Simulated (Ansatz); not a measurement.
The pair A = C2H2 (SMILES C#C) (first 4 atoms), B = CH4O (SMILES CO); geometry from B3LYP-D3(BJ)/def2-TZVP.
(charge 0, multiplicity 1):
```xyz
10

C      0.341     0.380     0.137
C     -0.401    -0.538     0.338
H      0.997     1.195    -0.052
H     -1.057    -1.354     0.523
C      0.020     0.288     4.055
O      0.780    -0.696     3.374
H      0.445     1.292     3.942
H      0.033     0.028     5.114
H     -1.023     0.312     3.718
H      0.744    -0.507     2.429
```

Correlated levels freeze the cores. MP2 and its Hartree–Fock in aug-cc-pVTZ are density fitted.

Programs: Ansatz (a program for electronic structure) with Gaussian orbitals. Values without a source in brackets are computed.

The counterpoise-corrected interaction energy is E(AB) − E(A in the pair's basis) − E(B in the pair's basis). Total energies (hartree):

| level | AB | A in the pair's basis | B in the pair's basis |
|---|---|---|---|
| HF/aug-cc-pVDZ | -191.8912866 | -76.8288587 | -115.0615316 |
| MP2/aug-cc-pVDZ | -192.5176904 | -77.0917500 | -115.4222134 |
| HF/aug-cc-pVTZ | -191.9436026 | -76.8506499 | -115.0918952 |
| MP2/aug-cc-pVTZ | -192.6977146 | -77.1640627 | -115.5291350 |
| CCSD(T)/aug-cc-pVDZ | -192.5796521 | -77.1202058 | -115.4560327 |

Q: Work out the counterpoise-corrected interaction energy at the basis-set limit: extrapolate the MP2 correlation part as X⁻³, take Hartree–Fock from the larger set, and add the CCSD(T) − MP2 difference of aug-cc-pVDZ.

A: 
1. Differences (1 hartree = 627.509 kcal/mol): HF/aug-cc-pVDZ -0.562; MP2/aug-cc-pVDZ -2.339; HF/aug-cc-pVTZ -0.664; MP2/aug-cc-pVTZ -2.834; CCSD(T)/aug-cc-pVDZ -2.142.
2. Correlation parts, MP2 less HF: -1.776 in aug-cc-pVDZ (X = 2), -2.171 in aug-cc-pVTZ (X = 3).
3. Limit (3³·(-2.171) − 2³·(-1.776))/(3³ − 2³) = -2.337; with HF/aug-cc-pVTZ it gives -3.001.
4. CCSD(T) less MP2 in aug-cc-pVDZ: 0.197.
Result: -2.80 kcal/mol, against -2.34 at MP2/aug-cc-pVDZ. It is an estimate of this method's limit, not of the exact value.
